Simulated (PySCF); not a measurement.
Species: C6H7F3Si.
Atom-mapped SMILES: `[F:1][C:2]([F:3])([F:4])[CH2:5][C:6]1=[CH:7][SiH2:8][CH:9]=[CH:10]1` (hydrogens: H11, H12 on C5; H13 on C7; H14, H15 on Si8; H16 on C9; H17 on C10)

The same species was optimised twice, with GFN2-xTB and with PBE0-D3(BJ)/def2-SVP (PySCF), and the same property calculations (PySCF, gas phase) were run on both structures.

```tsv
coordinate	GFN2-xTB	PBE0-D3(BJ)/def2-SVP	change
C6–C10 (Å)	1.462	1.488	+0.026
C7–Si8 (Å)	1.887	1.872	-0.015
Si8–C9 (Å)	1.888	1.873	-0.015
C6=C7 (Å)	1.339	1.352	+0.013
C9=C10 (Å)	1.337	1.348	+0.011
C2–F3 (Å)	1.346	1.337	-0.009
C2–F4 (Å)	1.341	1.333	-0.008
C2–C5 (Å)	1.517	1.512	-0.005
C5–C6 (Å)	1.505	1.501	-0.004
F1–C2 (Å)	1.341	1.339	-0.002
C7–Si8–C9 (°)	88.7	92.4	+3.7
C2–C5–C6 (°)	110.2	113.5	+3.3
Si8–C9–C10 (°)	109.5	106.9	-2.6
C6–C7–Si8 (°)	109.6	107.4	-2.2
F3–C2–F4 (°)	106.2	107.6	+1.4
F1–C2–C5 (°)	113.0	111.7	-1.3
F1–C2–F3 (°)	106.1	107.3	+1.2
C6–C10–C9 (°)	116.2	117.3	+1.1
F1–C2–C5–C6 (°)	-64	-62	+2
C2–C5–C6–C7 (°)	-98	-104	-6
```

Rotational constants: A = 2731, B = 623.6, C = 582.3 MHz (GFN2-xTB) against A = 2753, B = 613.2, C = 570.5 MHz (PBE0-D3(BJ)/def2-SVP). Point groups within 0.08 Å: C1 and C1.

On the GFN2-xTB structure: HOMO (eV) -6.92 [PBE0/pcSseg-1]; LUMO (eV) -1.71 [PBE0/pcSseg-1]; dipole (D) 2.17 [PBE0/pcSseg-1]; GIAO shielding of F1/F3/F4 (mean) (ppm) 251.5 [PBE0/pcSseg-1]; GIAO shielding of C2 (ppm) 52.2 [PBE0/pcSseg-1]; GIAO shielding of C5 (ppm) 142.1 [PBE0/pcSseg-1]; GIAO shielding of C6 (ppm) 28.1 [PBE0/pcSseg-1]; GIAO shielding of C7 (ppm) 50.0 [PBE0/pcSseg-1]; GIAO shielding of Si8 (ppm) 391.1 [PBE0/pcSseg-1]; GIAO shielding of C9 (ppm) 50.0 [PBE0/pcSseg-1]; GIAO shielding of C10 (ppm) 27.9 [PBE0/pcSseg-1].

Question: What do these properties become on the PBE0-D3(BJ)/def2-SVP structure?

Answer: 
```tsv
property	level	on GFN2-xTB	on PBE0-D3(BJ)/def2-SVP	change
HOMO (eV)	PBE0/pcSseg-1	-6.92	-7.04	-0.12
LUMO (eV)	PBE0/pcSseg-1	-1.71	-1.79	-0.08
dipole (D)	PBE0/pcSseg-1	2.17	1.85	-0.32
energy, GFN2-xTB geometry as zero (kcal/mol)	PBE0/pcSseg-1	0.0	-2.0	-2.0
GIAO shielding of F1/F3/F4 (mean) (ppm)	PBE0/pcSseg-1	251.5	256.1	+4.6
GIAO shielding of C2 (ppm)	PBE0/pcSseg-1	52.2	54.3	+2.1
GIAO shielding of C5 (ppm)	PBE0/pcSseg-1	142.1	140.9	-1.2
GIAO shielding of C6 (ppm)	PBE0/pcSseg-1	28.1	24.0	-4.1
GIAO shielding of C7 (ppm)	PBE0/pcSseg-1	50.0	48.5	-1.5
GIAO shielding of Si8 (ppm)	PBE0/pcSseg-1	391.1	390.2	-0.9
GIAO shielding of C9 (ppm)	PBE0/pcSseg-1	50.0	48.7	-1.3
GIAO shielding of C10 (ppm)	PBE0/pcSseg-1	27.9	23.8	-4.1
```

The heavy atoms differ by 0.069 Å rms after alignment. Among bonds between heavy atoms C6–C10 changes most (+0.026 Å). Changes are differences of the printed values. Neither structure is proved a minimum here.

Shape of the structure used: `[F:1][C:2]([F:3])([F:4])[CH2:5][C:6]1=[CH:7][SiH2:8][CH:9]=[CH:10]1`: F1–C2–C5–C6 -62°, C2–C5–C6–C7 -104°.
